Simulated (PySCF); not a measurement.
# Electron correlation in Te(25+) (tellurium, charge +25)

Starting occupation: [Ar] 3d9, 3d3/2 with m_j = -3/2, -1/2, +1/2, +3/2, 3d5/2 with m_j = -3/2, -1/2, +1/2, +3/2, +5/2. Computed with PySCF 2.14 in an even-tempered Gaussian basis (17 s from 3.5 bohr⁻², ratio 2.8; 12 p from 4.5 bohr⁻², ratio 2.8; 8 d from 4.5 bohr⁻², ratio 2.8; 3 f from 19 bohr⁻², ratio 3), with X2C-1e with screened-nucleus spin-orbit coupling, Gaussian nucleus. Frozen: [Ne]; 17 electrons correlated; the 76 highest virtual spinors left out.

MP2 pair energies summed by pair of shells (mhartree):

```
       pair   energy  share (%)
3d3/2-3d5/2  -152.35       25.2
3d5/2-3d5/2   -86.17       14.3
3d5/2-3p3/2   -76.61       12.7
3d3/2-3p3/2   -57.05        9.4
3d3/2-3d3/2   -55.00        9.1
3d5/2-3p1/2   -28.59        4.7
3p3/2-3p3/2   -24.98        4.1
3p1/2-3p3/2   -24.68        4.1
3d5/2-3s1/2   -23.49        3.9
3d3/2-3p1/2   -22.04        3.6
3d3/2-3s1/2   -18.92        3.1
3p3/2-3s1/2   -16.45        2.7
3p1/2-3s1/2    -8.08        1.3
3p1/2-3p1/2    -6.04        1.0
3s1/2-3s1/2    -4.24        0.7
```

Total MP2 correlation energy: -604.69 mhartree.

At this charge the one-electron X2C treatment keeps the bare 1/r₁₂, with no two-electron picture change or Breit term. The effect here is smaller than on the frozen 1s shell.
